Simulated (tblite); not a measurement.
Parent: `[CH3:1][O:2][CH2:3][Si@H:4]([NH2:5])[O:6][SiH3:7]` with C1–O2–C3–Si4 178°, O2–C3–Si4–N5 48°, C3–Si4–N5–H -26° and -168°, C3–Si4–O6–Si7 44°, C2H11NO2Si2.

Computed geometry: GFN2-xTB, gas phase. One conformer each, not checked by frequencies here.

| coordinate of the parent | value |
| --- | --- |
| C1–O2 | 1.401 Å |
| O2–C3 | 1.416 Å |
| C3–Si4 | 1.904 Å |
| Si4–N5 | 1.714 Å |
| Si4–O6 | 1.628 Å |
| O6–Si7 | 1.620 Å |
| C1–O2–C3 | 113.2° |
| O2–C3–Si4 | 107.2° |
| C3–Si4–N5 | 105.7° |
| C3–Si4–O6 | 109.4° |
| N5–Si4–O6 | 115.5° |
| Si4–O6–Si7 | 154.1° |

**Question.** How does the shared frame change in `[CH3:1][O:2][C@@H:3]([C:4](=[O:5])[OH:6])[Si@H:7]([NH2:8])[O:9][SiH3:10]` with C1–O2–C3–C4 67°, O2–C3–C4–O5 20°, C3–C4–O6–H -174°, O2–C3–Si7–N8 -83°, C3–Si7–N8–H 33° and 174°, C3H11NO4Si2? Atoms pair as C1 = C1, O2 = O2, C3 = C3, Si4 = Si7, N5 = N8, O6 = O9, Si7 = Si10 (parent first).

**Answer.** 
```csv
parent,relative,value in the relative,change
C1–O2,C1–O2,1.409 Å,+0.008
O2–C3,O2–C3,1.409 Å,-0.007
C3–Si4,C3–Si7,1.924 Å,+0.020
Si4–N5,Si7–N8,1.714 Å,0.000
Si4–O6,Si7–O9,1.613 Å,-0.015
O6–Si7,O9–Si10,1.625 Å,+0.005
C1–O2–C3,C1–O2–C3,114.2°,+1.0
O2–C3–Si4,O2–C3–Si7,103.6°,-3.6
C3–Si4–N5,C3–Si7–N8,104.5°,-1.2
C3–Si4–O6,C3–Si7–O9,110.9°,+1.5
N5–Si4–O6,N8–Si7–O9,109.6°,-5.9
Si4–O6–Si7,Si7–O9–Si10,159.4°,+5.3
```

Of the parent's bonds, C3–Si4 changes most (+0.020 Å). Bonds of the relative outside the shared frame: C3–C4 1.484, C4=O5 1.206, C4–O6 1.348 Å. Point group C1 → C1.
